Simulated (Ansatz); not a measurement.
Species: sum formula HBO2F, net charge 0, doublet state. It need not be the lowest isomer of its formula. 
Structure (B3LYP-D3(BJ)/def2-TZVP (Ansatz, a quantum-chemistry and plane-wave program) minimum search):
```
B
F 1 1.3268
O 1 1.3563 2 119.97
H 3 0.9629 1 115.93 2 180.00
O 1 1.3643 2 119.01 3 -180.00
```
Charge 0, spin multiplicity 2.

Basis-set convergence of Hartree-Fock and CCSD(T) correlation energies (hartree) with Ansatz. Correlated levels leave the core frozen unless marked. UHF or UKS for open shells. No spin-orbit coupling. No relativistic terms.

```csv
basis,functions,E(HF),"E(corr, CCSD(T))"
aug-cc-pVDZ,101,-274.59044,-0.66198
aug-cc-pVTZ,207,-274.67046,-0.82082
aug-cc-pVQZ,366,-274.68937,-0.87487
```

Extrapolating the two largest sets (X = 3 and 4) as X^-3: E(corr) = (64·(-0.87487) - 27·(-0.82082))/37 = -0.9143 Eh, an estimate of the basis-set limit. The largest set recovers 95.7 % of it, the smallest 72.4 %.
